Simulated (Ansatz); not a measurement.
Abridged output of a molecular run in Ansatz:

```
Functional definition: HF
1640 factors; integrals over basis functions are off by at most 1.1e-3 eV
mean field evaluation 1: about -7573.0245 eV, gradient 4.2e1 eV
mean field evaluation 2: about -7573.3430 eV, gradient 4.2e1 eV
mean field evaluation 4: about -7577.4621 eV, gradient 5.3e0 eV
mean field evaluation 8: about -7577.5494 eV, gradient 4.3e-1 eV
mean field -7577.55030921 eV, -278.4698376156 hartree, gradient 6.5e-6 eV, S^2 0.000000; 0 other end points of the search recorded, 0 dependent functions left out
6 core orbitals not correlated: weight in the atoms' cores, before any rotation towards them, 1.000 or more for the frozen orbitals, at most 0.000 for the correlated occupied ones
reference -7577.55030921 eV, -278.4698376156 hartree; 16, 16 occupied and 248, 248 virtual orbitals, 1640 factors
second order -27.04059276 eV of doubles, -0.00000000 eV of singles
cycle   1  -27.16420386 eV  change   -1.2e-1 eV  update   1.3e-1
cycle   2  -27.89749175 eV  change   -7.3e-1 eV  update   4.0e-2
cycle   3  -28.08094298 eV  change   -1.8e-1 eV  update   2.4e-2
cycle   4  -28.05652444 eV  change    2.4e-2 eV  update   7.2e-3
cycle   5  -28.05447880 eV  change    2.0e-3 eV  update   3.7e-3
cycle   6  -28.05644058 eV  change   -2.0e-3 eV  update   1.1e-3
cycle   7  -28.05584614 eV  change    5.9e-4 eV  update   5.4e-4
cycle   8  -28.05576248 eV  change    8.4e-5 eV  update   1.5e-4
cycle   9  -28.05588260 eV  change   -1.2e-4 eV  update   6.1e-5
cycle  10  -28.05586560 eV  change    1.7e-5 eV  update   1.9e-5
perturbative correction -1.18967841 eV, -0.0437198752 hartree
Total energy: -7606.79585322 eV, -279.5445915346 hartree
```

Its atoms:

Cartesian coordinates in Å:
```
B 0.200 -1.015 1.519
B 0.773 -1.591 0.066
O 0.458 -0.567 -0.901
C -0.153 0.432 -0.306
C -0.555 1.582 -1.142
O -0.367 0.379 0.911
H 1.008 -0.698 2.363
H -0.757 -1.570 2.009
H 1.330 -2.525 -0.423
H -1.216 1.233 -1.937
H -1.052 2.336 -0.537
H 0.331 2.003 -1.622
```

(1) Which basis set was used?
A. def2-QZVPP
B. def2-TZVPP
C. cc-pV(Q+d)Z
D. def2-TZVPPD

(2) Write the keys of the input that set method, charge and spin (a neutral closed shell needs none for the last two).

Answers

(1) B. It gives 270 functions.

(2) 
```yaml
correlation: {method: ccsd_t}
```
